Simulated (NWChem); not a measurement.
A series in which one site is exchanged, each optimised at PBE0/def2-SVP with NWChem, gas phase unless a solvent is named. All stand in one matching conformer (torsions within 35°), which need not be the lowest. Some are not confirmed as minima by frequencies. def2 effective core potentials on In; no spin-orbit coupling.

A: [CH3][Al]([NH2])[NH2] (CH$_{7}$AlN$_{2}$; site = Al)
B: [In]([NH2])([NH2])[CH3] (CH7InN2; site = In)
C: [Ga]([NH2])([NH2])[CH3] (CH₇GaN₂; site = Ga)

Values for A:

| Quantity | Result |
|---|---|
| dipole (D), PBE0/def2-SVP | 0.76 |
| vertical ionisation energy, ΔSCF, PBE/def2-SVP (eV) | 8.28 |
| static polarisability, PBE/def2-SVPD (bohr³) | 59.6 |
| lowest singlet excitation, PBE/def2-SVPD, TDA (eV) | 4.66 |

**Question.** How do these values change for the other members?

**Answer.** 
| change from A | B | C |
|---|---|---|
| dipole (D), PBE0/def2-SVP | +0.83 | -0.36 |
| vertical ionisation energy, ΔSCF, PBE/def2-SVP (eV) | -0.45 | -0.21 |
| static polarisability, PBE/def2-SVPD (bohr³) | +13.0 | +2.5 |
| lowest singlet excitation, PBE/def2-SVPD, TDA (eV) | -0.65 | -0.16 |
